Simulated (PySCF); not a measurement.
Compound: C3H7O3S (doublet state).
SMILES with atom numbers: `[CH3:1][C:2]([CH3:3])[S:4](=[O:5])(=[O:6])[OH:7]` (hydrogens: H8, H9, H10 on C1; H11, H12, H13 on C3; H14 on O7)

Cartesian coordinates in Å at the GFN2-xTB level; atoms count from 1:
```
atom  x, y, z in Å
C1    -1.5791    0.2629   -0.4755
C2    -0.3441   -0.2028    0.1606
C3     0.0340   -1.5896    0.4469
S4     0.8884    1.0047    0.4079
O5     1.8765    0.5707    1.3522
O6     0.3096    2.3027    0.5820
O7     1.6011    0.9662   -1.0642
H8    -1.5407    0.1264   -1.5629
H9    -1.6863    1.3280   -0.2812
H10   -2.4528   -0.2793   -0.1115
H11    0.8995   -1.5841    1.1057
H12    0.3064   -2.1261   -0.4695
H13   -0.7860   -2.1432    0.9076
H14    2.4727    1.3632   -1.0204
```

The hyperfine couplings belong to this conformer and change with its torsions.

Theory: UKS B3LYP, pcH-1 on C H O S, non-relativistic, mean-field spin-orbit, GIAO (PySCF 2.14.0). One conformer (not necessarily the lowest) at the GFN2-xTB geometry, without solvent, vibrations or thermal averaging. Couplings are sensitive to structure, and on GFN2-xTB geometries they can be far from those on DFT ones. The SCF solution wasn't tested for stability.

Question: The isotropic 17O couplings, averaged over equivalent nuclei, are -37.6, -1.7 MHz. Assign them to O5/O6; O7.

Answer: 
```
 site  a_iso (MHz)  ρ(0) (bohr⁻³)         position  distance from C2 (Å)  spin population  largest |T| (MHz)
O5/O6         -1.7        +0.0027  2 bonds from C2                  2.63            +0.02                8.2
   O7        -37.6        +0.0620  2 bonds from C2                  2.58            +0.01                6.8
```

ρ(0) is the spin density at the nucleus and T the dipolar tensor; a_iso includes a spin–orbit part; entries for several nuclei are means. The Mulliken spin populations are largest on C2 (+0.90), C3 (-0.07), C1 (-0.07) and H8 (+0.07). No atom but C2 exceeds +0.15. The positive populations add up to 1.15 and the negative ones to -0.15, together 2S = 1. The angles at C2 add up to 359.5°, so it is planar.

β density exceeds α density at some nuclei, such as S4 (-0.0427), C1 (-0.0268) and C3 (-0.0265), spin density in bohr⁻³. In a single determinant that takes different orbitals for the two spins, that is spin polarisation.

Nuclei that the bonding pattern makes equivalent are averaged, as if the motion that swaps them (rotation, inversion, ring flip) were fast. C1 and C3, with what hangs on them, aren't averaged: C2 is flat or nearly so (angle sum 359°), and its turn about the short C2–S4 bond (1.74 Å) is taken as slow. The three 1H nuclei of mean +77.5 MHz run from 17.4 to 151.6 MHz in the frozen geometry. The three 1H nuclei of mean +77.7 MHz run from 25.1 to 154.7 MHz in the frozen geometry.

Time: 73 s of wall time. Hardware: one thread of an Arm Neoverse V1, shared host.
